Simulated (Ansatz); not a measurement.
Ideal-gas functions of `N=C=[Se]` at 400 K and 1 bar, from an Ansatz frequency run at PBE0-D4/def2-TZVP.

Molar mass 105.99 g/mol, point group Cs (symmetry number 1), electronic degeneracy 1, moments of inertia 0.401, 126.932, 127.333 u Å². Harmonic wavenumbers (cm⁻¹, unscaled): 419, 448, 556, 693, 2060, 3719.

Use S(trans) = R[1.5 ln M + 2.5 ln T − 1.1517]; rotational temperatures θ = 24.2544 K / I; S(rot) = R[ln(√π/σ · √(T³/θAθBθC)) + 1.5]; for each mode x = 1.438777 ν̃/T, S = R[x/(eˣ − 1) − ln(1 − e⁻ˣ)] and H = RT x/(eˣ − 1); 1 cm⁻¹ = 0.0119627 kJ/mol; R = 8.31446 J/(mol·K).

By hand: the entropy, in J/(mol·K).

Translation 173.1. Rotation: θ = 60.4848, 0.1911, 0.1905 K, giving 88.7. Vibration, mode by mode: 5.65, 5.19, 3.81, 2.59, 0.04, 0.00, in all 17.3. Electronic 0.0. Sum 279.1 J/(mol·K).

By hand: H − E and G − E in kJ/mol, counted from the electronic energy.

Zero-point energy ½ × 7895 × 0.0119627 = 47.2; thermal vibration 4.6; translation, rotation and pV give 4 RT = 13.3. H − E = 65.1 kJ/mol, and G − E = 65.1 − 400 × 279.1/1000 = -46.5 kJ/mol.

Vibration gives 6 % of the entropy. The sum counts one conformer and one mirror image; others add a mixing term.
